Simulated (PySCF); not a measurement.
Job for PySCF: R-B3LYP/6-31G* on AlH3 (SMILES [AlH3]).

```python
from pyscf import gto, scf, dft, mp
from pyscf.data.elements import chemcore

mol = gto.M(
    atom='''
    Al    0.07526809   -0.21232265    0.65208523
    H    -1.44492903   -0.37966063    0.19925407
    H     0.73711429    1.20981120    0.36304700
    H     1.01513339   -1.50009040    0.62713314
    ''',
    basis='6-31g*',
    cart=True,
    charge=0, spin=0, verbose=3, max_memory=1800)
mf = dft.RKS(mol, xc='b3lyp')
mf.conv_tol = 1e-8
mf.max_cycle = 100
mf.kernel()
if not mf.converged:
    mf = mf.newton().run(mf.mo_coeff, mf.mo_occ)
```

It printed:

```
converged SCF energy = -244.19852239782
```

Self-consistency was reached.

Cost: roughly 0.8 core-seconds.
